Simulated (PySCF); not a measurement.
A structure optimised at PBE-D3(BJ)/def2-SVP, used in a PySCF frequency run:

```
C
C 1 1.3420
F 1 1.3610 2 121.01
H 2 1.0993 1 119.05 3 180.00
H 2 1.1015 4 119.29 1 180.00
Si 1 1.8860 2 125.72 4 0.00
F 6 1.6412 1 106.48 2 0.00
H 6 1.4991 7 109.13 4 -119.51
H 6 1.4991 8 110.61 7 120.07
```

Question: Write its SMILES, formula and point group.

Answer: C=C(F)[SiH2]F, C₂H₄F₂Si, Cs

Question: What are its rotational constants (standard atomic weights)?

Answer: 7.1387, 2.6310, 1.9683 GHz
